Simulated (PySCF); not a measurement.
PySCF 2.14 output of an unrestricted PBE0 calculation on a single atom or ion in cc-pVTZ-PP with ECP28MDF (5s5p4d2f1g, 63 functions), with scalar relativity through the core potential:

```
SCF conv_tol = 1e-09
number electrons alpha = 7  beta = 4
    C. Adamo and V. Barone.,  J. Chem. Phys. 110, 6158 (1999)
    M. Ernzerhof and G. E. Scuseria.,  J. Chem. Phys. 110, 5029 (1999)
cycle= 1 E= -55.8552533003714  delta_E= -0.0023  |g|= 0.00765  |ddm|= 0.0946
cycle= 2 E= -55.8552753608626  delta_E= -2.21e-05  |g|= 0.00174  |ddm|= 0.0186
cycle= 3 E= -55.8552762767163  delta_E= -9.16e-07  |g|= 0.000704  |ddm|= 0.00639
cycle= 4 E= -55.8552764540509  delta_E= -1.77e-07  |g|= 1.22e-05  |ddm|= 0.00203
cycle= 5 E= -55.8552764541098  delta_E= -5.88e-11  |g|= 5.06e-07  |ddm|= 4.37e-05
converged SCF energy = -55.8552764541098  <S^2> = 3.7514507  2S+1 = 4.0007253
```

The run itself started from symmetry-adapted Hartree-Fock orbitals and held the occupation by maximum overlap, on a logarithmic radial grid, so the iterations belong to that start.

Task: Which element, charge and spin multiplicity is this?

Result: Nb(2+) (niobium, charge +2), multiplicity 4; the state was [Kr] 4d3, high-spin 4F determinant.

Energies and moments cover only the electrons outside the core potential.
